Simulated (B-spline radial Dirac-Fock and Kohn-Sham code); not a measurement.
Binding energies of Sn²¹⁺ at several levels of theory

System: Sn²¹⁺ in the configuration [Ar] 3d10 4s1.

The density-functional columns are spherical, spin-unpolarised Dirac-Kohn-Sham results without Breit or QED terms: −ε is minus the orbital energy of the initial state and ΔSCF the difference of two total energies. The reference in the last column comes from Dirac-Fock ΔSCF + Breit + QED. All numbers are from a radial finite-basis atomic code, in eV; a selection of levels is shown. The Kohn-Sham columns are given as differences from the reference. For the 1s level of heavy atoms much of the gap between ΔSCF and the reference is the Breit and QED part, -96.0 eV here; for other levels the error of the functional can be larger.

| level | LDA −ε − DF | LDA ΔSCF − DF | Dirac-Fock |
| --- | --- | --- | --- |
| K | -265.2 | +88.3 | 29850.1 |
| L1 | -122.9 | -47.7 | 5105.1 |
| L2 | -94.6 | -4.3 | 4794.2 |
| L3 | -97.4 | -11.6 | 4565.8 |
| M2 | -51.1 | -17.8 | 1357.4 |
| M3 | -50.7 | -18.2 | 1313.2 |
| M4 | -34.3 | +1.0 | 1095.0 |
| M5 | -34.7 | +0.4 | 1086.1 |
| N1 | -11.3 | +3.8 | 641.0 |

For the outermost level NIST gives 642.35 ± 0.22 eV (semi-empirical); the differences from it are LDA −ε -12.70, LDA ΔSCF +2.43, Dirac-Fock -1.37 eV.

Values without a named source are computed, but for edge energies of neutral atoms, which are taken from tables.
